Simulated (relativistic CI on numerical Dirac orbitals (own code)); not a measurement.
**Ir XXII: sensitivity of the levels to the model**

Base calculation: Dirac-Coulomb-Breit CI, orbitals from a KLI potential per configuration, model QED, unscaled Slater integrals.

Configuration list (outside the closed core [Ar] 3d10): 4s2 4p6 4d10 4f10, 4s2 4p6 4d10 4f9 5s, 4s2 4p6 4d10 4f8 5s2, 4s2 4p6 4d10 4f9 5p, 4s2 4p6 4d10 4f8 5s 5p, 4s2 4p6 4d9 4f11, 4s2 4p6 4d8 4f12, 4s2 4p6 4d10 4f9 5f, 4s2 4p5 4d10 4f11, 4s2 4p6 4d10 4f9 6s, 4s 4p6 4d10 4f11, 4s2 4p4 4d10 4f12, 4p6 4d10 4f12, 4s 4p5 4d10 4f12. Levels of other configurations are missing.

Variants: (1) P86 correlation estimate; (2) Breit term removed; (3) non-relativistic limit. Shifts of the energy above 4s2 4p6 4d10 4f10 5I_8, in cm⁻¹, for the lowest level and the first level of each name with at least 55 % of one term (blank where a level changes its place among those of its configuration and J or its character, or is not in the variant):

| Level | Base | Δ(1) | Δ(2) | Δ(3) |
| --- | --- | --- | --- | --- |
| 4s2 4p6 4d10 4f10 5I_8 | 0.0 | 0.0 | 0.0 | 0.0 |
| 4s2 4p6 4d10 4f10 5I_7 | 21400.5 | +0.2 | +655.3 | -21400.5 |
| 4s2 4p6 4d10 4f10 5I_6 | 31420.8 | +1.0 | +245.8 | -31420.8 |
| 4s2 4p6 4d10 4f10 5I_5 | 43002.3 | +1.6 | +373.2 |  |
| 4s2 4p6 4d10 4f10 5I_4 | 44875.7 | +1.4 | -174.6 | -44875.7 |
| 4s2 4p6 4d10 4f10 5F_4 | 48061.7 | +3.7 | -633.0 | -19648.3 |
| 4s2 4p6 4d10 4f10 5G_6 | 54192.1 | +4.0 | -59.1 |  |
| 4s2 4p6 4d10 4f10 5F_3 | 56622.5 | +3.3 | -286.8 | -28209.1 |
| 4s2 4p6 4d10 4f10 3K_7 | 66833.5 | +0.1 | +1164.4 | -28821.0 |
| 4s2 4p6 4d10 4f10 3L_9 | 68188.6 | -0.2 | +1584.6 | -13681.3 |
| 4s2 4p6 4d10 4f10 3H_6 | 70762.4 | +2.5 | +794.7 | -25104.4 |
| 4s2 4p6 4d10 4f10 5G_5 | 75366.7 | +3.6 | +686.9 | -29281.0 |
| 4s2 4p6 4d10 4f10 3K_6 | 79288.7 | +0.7 | +1177.3 |  |
| 4s2 4p6 4d10 4f10 3M_10 | 81889.2 | +0.2 | +2328.6 | -16084.5 |
| 4s2 4p6 4d10 4f10 3P_1 | 86979.8 | +3.2 | +364.4 |  |
| 4s2 4p6 4d10 4f10 3P_0 | 89514.8 | +4.1 | -126.6 | -34628.0 |
| 4s2 4p6 4d10 4f10 3L_8 | 90016.7 | 0.0 |  | -35509.4 |
| 4s2 4p6 4d10 4f10 3I_7 | 93576.8 | +1.5 | +1450.5 |  |
| 4s2 4p6 4d10 4f10 3I_6 | 97458.1 | +2.6 | +708.0 | -29576.9 |
| 4s2 4p6 4d10 4f10 3L_7 | 101638.6 | +0.4 | +2107.0 |  |
| 4s2 4p6 4d10 4f10 3M_9 | 103407.0 | +0.2 | +2932.8 | -37602.2 |
| 4s2 4p6 4d10 4f10 3H_5 | 104533.2 | +2.3 | +1923.8 |  |

At this charge energies of transitions that change n are usually good to better than 1 %, and those within a shell (Δn = 0) to a few per cent. Terms inside the open d or f shell come out 10 to 20 % too wide with unscaled integrals.

Ionisation energy from the two ground configurations alone: base 601.416 eV; P86 correlation estimate 603.391 eV. The NIST ASD value (theoretical) is 610 eV.

LS names give the leading component of a level, which can be under half, so a name can repeat, a term be missing and a line seem to break the LS rules.
